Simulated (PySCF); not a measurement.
C₃H₆, SMILES C1CC1.

The structure is a stationary point at PBE0-D3(BJ)/def2-TZVP.

These are PySCF with PBE0-D3(BJ)/def2-TZVP values and carry that method's errors.

Harmonic, unscaled wavenumbers; measured fundamentals usually lie a few per cent lower.

Modes within 1.5 cm⁻¹ of each other (mostly degenerate sets) share a row, with their intensities summed.

```
mode   ν (cm⁻¹)  IR (km/mol)  moving atoms (share of kinetic energy)
-----  --------  -----------  --------------------------------------
1–2         741          0.0                                  H 98 %
3           858          0.7                                  H 96 %
4–5         915         43.6                          C 74 %, H 26 %
6–7        1054         17.1                          H 72 %, C 28 %
8          1088          0.0                          H 68 %, C 32 %
9          1154          0.0                                 H 100 %
10–11      1211          0.0                          H 67 %, C 33 %
12         1238          0.0                          C 64 %, H 36 %
13–14      1466          3.8                           H 92 %, C 8 %
15         1520          0.0                          H 70 %, C 30 %
16–17      3151         45.0                                  H 96 %
18         3159          0.0                                  H 94 %
19–20      3229          0.0                          H 89 %, C 11 %
21         3250         23.3                          H 89 %, C 11 %
```
